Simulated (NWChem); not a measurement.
The numbers come from NWChem runs, not from measurements. System: selenium hexafluoride (F6Se), charge 0, spin multiplicity 1, at a geometry optimised with PBE/def2-SVP. Level: MP2/def2-SVP, 15 core orbitals frozen.

NWChem printed:

```
             Northwest Computational Chemistry Package (NWChem) 7.3.0
             --------------------------------------------------------

                                NWChem Input Module
                                -------------------

 Scaling coordinates for geometry "geometry" by  1.889725989
 (inverse scale =  0.529177249)

 Turning off AUTOSYM since
 SYMMETRY directive was detected!

                             Geometry "geometry" -> ""
                             -------------------------

 Output coordinates in angstroms (scale by  1.889725989 to convert to a.u.)

  No.       Tag          Charge          X              Y              Z
 ---- ---------------- ---------- -------------- -------------- --------------
    1 F                    9.0000     0.00000000    -1.73517300     0.00000000
    2 Se                  34.0000     0.00000000     0.00000000     0.00000000
    3 F                    9.0000     1.73517500     0.00000000     0.00000000
    4 F                    9.0000     0.00000000     0.00000000     1.73517500
    5 F                    9.0000    -1.73517500     0.00000000     0.00000000
    6 F                    9.0000     0.00000000     0.00000000    -1.73517500
    7 F                    9.0000     0.00000000     1.73517300     0.00000000

 Effective nuclear repulsion energy (a.u.)     806.5887584055

            Nuclear Dipole moment (a.u.)
            ----------------------------
        X                 Y               Z
 ---------------- ---------------- ----------------
     0.0000000000     0.0000000000     0.0000000000

      Symmetry information
      --------------------

 Group name             D2h
 Group number             26
 Group order               8
 No. of unique centers     4

      Symmetry unique atoms

     1    2    3    4


 Summary of "ao basis" -> "" (spherical)
 ------------------------------------------------------------------------------
       Tag                 Description            Shells   Functions and Types
 ---------------- ------------------------------  ------  ---------------------
 *                          def2-svp                  on all atoms

 Summary of "ao basis" -> "ao basis" (spherical)
 ------------------------------------------------------------------------------
       Tag                 Description            Shells   Functions and Types
 ---------------- ------------------------------  ------  ---------------------
[...]
    2 Se  34    31.65   2.00  2.00  1.99  1.20 -0.11  6.00  5.98  1.45  0.22  8.28  1.74  0.91
    3 F    9     9.39   1.99  1.13  0.85  3.29  2.12  0.01
    4 F    9     9.39   1.99  1.13  0.85  3.29  2.12  0.01
    5 F    9     9.39   1.99  1.13  0.85  3.29  2.12  0.01
    6 F    9     9.39   1.99  1.13  0.85  3.29  2.12  0.01
    7 F    9     9.39   1.99  1.13  0.85  3.29  2.12  0.01

       Multipole analysis of the density wrt the origin
       ------------------------------------------------

     L   x y z        total         open         nuclear
     -   - - -        -----         ----         -------
     0   0 0 0     -0.000000      0.000000     88.000000

     1   1 0 0     -0.000000      0.000000      0.000000
     1   0 1 0      0.000000      0.000000      0.000000
     1   0 0 1     -0.000000      0.000000      0.000000

     2   2 0 0    -37.322754      0.000000    193.533763
     2   1 1 0     -0.000000      0.000000      0.000000
     2   1 0 1     -0.000000      0.000000      0.000000
     2   0 2 0    -37.322724      0.000000    193.533317
     2   0 1 1     -0.000000      0.000000      0.000000
     2   0 0 2    -37.322754      0.000000    193.533763

                   NWChem MP2 Semi-direct Energy/Gradient Module
                   ---------------------------------------------

  Basis functions       =    116
  Molecular orbitals    =    116
  Frozen core           =     15
  Frozen virtuals       =      0
  Active alpha occupied =     29
  Active beta occupied  =     29
  Active alpha virtual  =     72
  Active beta virtual   =     72
  Use MO symmetry       = T
  Use skeleton AO sym   = T

  AO/Fock/Back tols     =   1.0D-09  1.0D-09  1.0D-09

 GA uses MA = F    GA memory limited = T

 Available:
  local mem=  1.26D+08
 global mem=  1.44D+08
 local disk=  0.00D+00
  mp2_memr nvloc                    72
  nvloc new                    72
   1 passes of  29:        3145728                      80694                  44194302.
   1 passes of  29: M    126151420           G      144152288           F     123005692.

 Semi-direct pass number   1 of   1  for RHF alpha+beta  at        1.2s
  vrange nnbf                  6222
  mp2_eaftype                   168  avail_ma_in_mb                  1099
 EAF : mp2_eaftype filesize         168   22097151.
  mp2_eaf for mointskh                    168
Node 0 wrote    103.9 Mb in      0.1 s     Agg I/O rate:  1634.9 Mb/s
 Done moints_semi at        5.4s
  mp2_eaftype                   168  avail_ma_in_mb                   931
 EAF : mp2_eaftype filesize         168   22097151.
  mp2_eaf for kh                   168
 Done maket at        5.8s
 Done multipass loop at        5.8s

          -------------------------------------------
          SCF energy               -2995.510426487917
          Correlation energy          -1.414570171666
          Singlet pairs               -0.804613640759
          Triplet pairs               -0.609956530907
          Total MP2 energy         -2996.924996659583
          -------------------------------------------

          ---------------------------------------------------
                    Spin Component Scaled (SCS) MP2
          Same spin pairs                     -0.406637687271
          Same spin scaling factor             0.333333333333
          Opposite spin pairs                 -1.007932484395
          Opposite spin scaling fact.          1.200000000000
          SCS-MP2 correlation energy          -1.345064877031
          Total SCS-MP2 energy             -2996.855491364947
          ---------------------------------------------------

 -----------------------
 Performance information
 -----------------------

 Timer overhead =  1.37D-07 seconds/call

               Nr. of calls         CPU time (s)                 Wall time (s)                GFlops
             ---------------    -------------------     ------------------------------   -------------------
Name         Min   Avg   Max    Min     Avg     Max     Min     Avg     Max   Mx/calls   Min     Max     Sum
mp2: moin     1     1     1    4.2     4.2     4.2      4.2     4.2     4.2     4.2      0.0     0.0     0.0
mp2: make     1     1     1   0.39    0.39    0.39     0.39    0.39    0.39    0.39      0.0     0.0     0.0
mp2: tota     1     1     1    4.6     4.6     4.6      4.6     4.6     4.6     4.6      0.0     0.0     0.0

 The average no. of pstat calls per process was 3.00D+00
 with a timing overhead of 4.11D-07s

 Task  times  cpu:        5.8s     wall:        5.8s

 Total times  cpu:        5.8s     wall:        5.8s
```

Problem. Write an NWChem input that would produce this output.

Solution. One answer among several that fit: 
```
start mol
memory heap 200 mb stack 900 mb global 1100 mb
geometry units angstroms nocenter noautoz
  F      0.000000    -1.735173     0.000000
  Se     0.000000     0.000000     0.000000
  F      1.735175     0.000000     0.000000
  F      0.000000     0.000000     1.735175
  F     -1.735175     0.000000     0.000000
  F      0.000000     0.000000    -1.735175
  F      0.000000     1.735173     0.000000
  symmetry group D2h
end
basis spherical
  * library def2-svp
end
scf
  rhf
  nopen 0
  maxiter 100
  thresh 1e-7
  semidirect memsize 60000000 filesize 0
end
mp2
  freeze core 15
end
task mp2 energy
```
